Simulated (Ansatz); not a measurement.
`CC(O)(F)BCl` and `COC(C)(O)F` differ in one atom or group.

Ansatz, PBE0-D4/def2-TZVP geometries, multiplicity 1. Each molecule was computed in one conformer, which needn't be the lowest.

```tsv
property	`CC(O)(F)BCl`
HOMO–LUMO gap (PBE/def2-TZVPP) / eV	4.14
HOMO energy (B3LYP/def2-TZVPP) / eV	-8.18
HOMO–LUMO gap (ωB97M-V/def2-TZVPP) / eV	10.99
LUMO energy (ωB97M-V/def2-TZVPP) / eV	0.29
LUMO energy (PBE/def2-TZVPP) / eV	-2.75
HOMO energy (ωB97M-V/def2-TZVPP) / eV	-10.69
```

(1) Give the same properties after the change, and the shifts. (Best estimate.)

Results:

(1) Computed: 
```tsv
property	`COC(C)(O)F`	shift
HOMO–LUMO gap (PBE/def2-TZVPP) / eV	6.80	2.66
HOMO energy (B3LYP/def2-TZVPP) / eV	-7.97	0.21
HOMO–LUMO gap (ωB97M-V/def2-TZVPP) / eV	13.15	2.16
LUMO energy (ωB97M-V/def2-TZVPP) / eV	2.50	2.21
LUMO energy (PBE/def2-TZVPP) / eV	0.28	3.03
HOMO energy (ωB97M-V/def2-TZVPP) / eV	-10.64	0.05
```

With PBE0 the HOMO rises by 0.19 eV and the LUMO rises by 2.86 eV, so the gap widens by about 2.67 eV. PBE moves the HOMO by 0.37 eV and ωB97M-V by 0.05 eV.

B3LYP here is the variant with VWN-RPA as its local correlation; programs differ in this.
